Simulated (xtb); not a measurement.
Cl3Er (SMILES [Cl][Er]([Cl])[Cl]), quartet, at a GFN2-xTB geometry (such geometries of metal compounds can be far from the true shape) (GFN-xTB holds the 4f electrons in the core, so unpaired electrons go into valence orbitals and the state isn't the physical one); GFN2-xTB (xtb).

Here is a job for xtb.
```
$ xtb mol.xyz --gfn 2 --uhf 3 --grad --json

# file mol.xyz
4

Er     0.12289701     0.36847966     0.24914132
Cl     1.86868660    -0.78311988    -0.87755418
Cl    -0.95592314    -1.39457592     1.42011854
Cl    -1.40435151     0.70377715    -1.53912964
```

The log (banner, timings and long lists left out):

```
   ID    Z sym.   atoms
    1   68 Er     1
    2   17 Cl     2-4

           -------------------------------------------------
          |                Calculation Setup                |
           -------------------------------------------------

           -------------------------------------------------
          |                 G F N 2 - x T B                 |
           -------------------------------------------------

          ...................................................
          :                      SETUP                      :
          :.................................................:
          :  # basis functions                  40          :
          :  # atomic orbitals                  36          :
          :  # shells                           12          :
          :  # electrons                        24          :
          :  max. iterations                   250          :
          :  Hamiltonian                  GFN2-xTB          :
          :  restarted?                      false          :
          :  GBSA solvation                  false          :
          :  PC potential                    false          :
          :  electronic temp.          300.0000000     K    :
          :  accuracy                    1.0000000          :
          :  -> integral cutoff          0.2500000E+02      :
          :  -> integral neglect         0.1000000E-07      :
          :  -> SCF convergence          0.1000000E-05 Eh   :
          :  -> wf. convergence          0.1000000E-03 e    :
          :  Broyden damping             0.4000000          :
          :  net charge                          0          :
          :  unpaired electrons                  3          :
          ...................................................

 iter      E             dE          RMSdq      gap      omega  full diag
   1      0.1885893  0.188589E+00  0.550E+01    0.00       0.0  T
   2    -12.3325265 -0.125211E+02  0.283E+01    0.00       1.0  T
   3    -13.2723155 -0.939789E+00  0.206E+01    0.05       1.0  T
   4    -14.1828632 -0.910548E+00  0.151E+01    0.00       1.0  T
   5    -14.2443241 -0.614610E-01  0.141E+01    0.01       1.0  T
   6    -14.2608696 -0.165455E-01  0.139E+01    0.01       1.0  T
   7    -14.2751593 -0.142898E-01  0.137E+01    0.01       1.0  T
   8    -14.5122382 -0.237079E+00  0.102E+01    0.00       1.0  T
   9    -14.5453984 -0.331602E-01  0.923E+00    0.00       1.0  T
  10    -14.6382164 -0.928180E-01  0.638E+00    0.00       1.0  T
  11    -14.6584089 -0.201924E-01  0.594E+00    0.01       1.0  T
  12    -14.6946417 -0.362329E-01  0.446E+00    0.01       1.0  T
  13    -14.7165791 -0.219373E-01  0.367E+00    0.01       1.0  T
  14    -14.7214752 -0.489617E-02  0.324E+00    0.01       1.0  T
  15    -14.7202662  0.120905E-02  0.322E+00    0.02       1.0  T
  16    -14.7242642 -0.399800E-02  0.274E+00    0.02       1.0  T
  17    -14.7296597 -0.539546E-02  0.224E+00    0.02       1.0  T
  18    -14.7277667  0.189291E-02  0.214E+00    0.03       1.0  T
  19    -14.7395751 -0.118084E-01  0.912E-01    0.04       1.0  T
  20    -14.7393456  0.229536E-03  0.944E-01    0.04       1.0  T
  21    -14.7384313  0.914281E-03  0.101E+00    0.05       1.0  T
  22    -14.7391944 -0.763141E-03  0.735E-01    0.05       1.0  T
  23    -14.7377303  0.146412E-02  0.119E+00    0.06       1.0  T
  24    -14.7393829 -0.165260E-02  0.740E-01    0.06       1.0  T
  25    -14.7394438 -0.608623E-04  0.690E-01    0.06       1.0  T
  26    -14.7400612 -0.617405E-03  0.394E-01    0.06       1.0  T
  27    -14.7401766 -0.115425E-03  0.300E-01    0.06       1.0  T
  28    -14.7403214 -0.144847E-03  0.779E-02    0.06       1.0  T
  29    -14.7403285 -0.701630E-05  0.469E-02    0.06       1.1  T
  30    -14.7403320 -0.356798E-05  0.139E-02    0.06       3.6  T
  31    -14.7403320  0.575971E-07  0.114E-02    0.06       4.4  T
  32    -14.7403322 -0.216350E-06  0.532E-03    0.06       9.4  T
[...]
         :: total energy             -14.728331207069 Eh    ::
[...]
      -------------------------------------------------------------
         1        2.0000           -1.1144484             -30.3257
         2        2.0000           -1.1137340             -30.3062
         3        2.0000           -1.0997514             -29.9258
         4        2.0000           -0.5169380             -14.0666
         5        2.0000           -0.4797100             -13.0536
         6        2.0000           -0.4720801             -12.8460
         7        2.0000           -0.4720385             -12.8448
         8        1.9509           -0.4582469             -12.4695
         9        1.9499           -0.4582259             -12.4690
        10        1.7534           -0.4564916             -12.4218
        11        1.7419           -0.4564338             -12.4202
        12        1.6038           -0.4558307             -12.4038
        13        0.6499           -0.3452493              -9.3947 (HOMO)
        14        0.1786           -0.3432122              -9.3393 (LUMO)
        15        0.1714           -0.3431646              -9.3380
        16        0.0000           -0.3342635              -9.0958
        17        0.0000           -0.3340311              -9.0894
        18                         -0.2662190              -7.2442
        19                         -0.0020425              -0.0556
        20                         -0.0019380              -0.0527
        21                         -0.0019210              -0.0523
        22                         -0.0016316              -0.0444
        23                         -0.0010264              -0.0279
        24                         -0.0010163              -0.0277
       ...                                ...                  ...
        36                          0.4424801              12.0405
      -------------------------------------------------------------
                  HL-Gap            0.0020372 Eh            0.0554 eV
             Fermi-level           -0.4000460 Eh          -10.8858 eV

     #   Z          covCN         q      C6AA      α(0)
     1  68 Er       2.172     0.321   277.905    35.569
     2  17 Cl       0.724    -0.107   102.205    15.463
     3  17 Cl       0.724    -0.107   102.205    15.463
     4  17 Cl       0.724    -0.106   102.163    15.460

 Mol. C6AA /au·bohr⁶  :       2168.298970
 Mol. C8AA /au·bohr⁸  :     190314.252454
 Mol. α(0) /au        :         81.956036

Wiberg/Mayer (AO) data.
largest (>0.10) Wiberg bond orders for each atom

 ---------------------------------------------------------------------------
     #   Z sym  total        # sym  WBO       # sym  WBO       # sym  WBO
 ---------------------------------------------------------------------------
     1  68 Er   2.635 --     3 Cl   0.879     2 Cl   0.879     4 Cl   0.877
     2  17 Cl   1.041 --     1 Er   0.879
     3  17 Cl   1.041 --     1 Er   0.879
     4  17 Cl   1.042 --     1 Er   0.877
 ---------------------------------------------------------------------------

Topologies differ in total number of bonds
Writing topology from bond orders to xtbtopo.mol

molecular dipole:
                 x           y           z       tot (Debye)
 q only:        0.171       0.524       0.349
   full:        0.332       0.989       0.672       3.155
molecular quadrupole (traceless):
                xx          xy          yy          xz          yz          zz
 q only:       -0.964       0.714       1.143       0.549       1.516      -0.178
  q+dip:       -2.239       1.701       2.649       1.233       3.560      -0.411
   full:       -2.321       1.687       2.758       1.335       3.618      -0.438

           -------------------------------------------------
          | TOTAL ENERGY              -14.728331207069 Eh   |
          | GRADIENT NORM               0.000038001546 Eh/α |
          | HOMO-LUMO GAP               0.055434415658 eV   |
           -------------------------------------------------

normal termination of xtb
```
